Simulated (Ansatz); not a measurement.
Z-matrix (Å, degrees):
```
Ga
F 1 1.738
Se 1 2.287 2 122.2
F 1 1.740 2 114.8 3 -180.0
H 3 1.470 1 89.9 2 180.0
```

The species carries charge 0 and has multiplicity 1.

(1) List the PBE0/def2-TZVPP orbital energies in eV (the Gaussian-basis code of Ansatz). (Estimate.)

Results:

(1) The calculation gave: Occupied: -12362.55, -10148.58, -1585.36, -1422.38, -1422.36, -1422.32, -1254.32, -1110.53, -1110.40, -1110.39, -673.27, -673.26, -215.77, -159.33, -159.27, -159.10, -152.79, -105.82, -105.56, -105.54, -59.35, -59.33, -59.19, -59.13, -59.11, -32.26, -32.12, -24.88, -24.82, -24.81, -24.65, -24.48, -20.37, -14.00, -12.46, -11.92, -11.75, -11.46, -11.29, -11.13, -9.80, -8.17. Lowest empty: -1.75, -0.89, -0.43, 1.22, 2.10, 3.54, 4.18, 4.53.
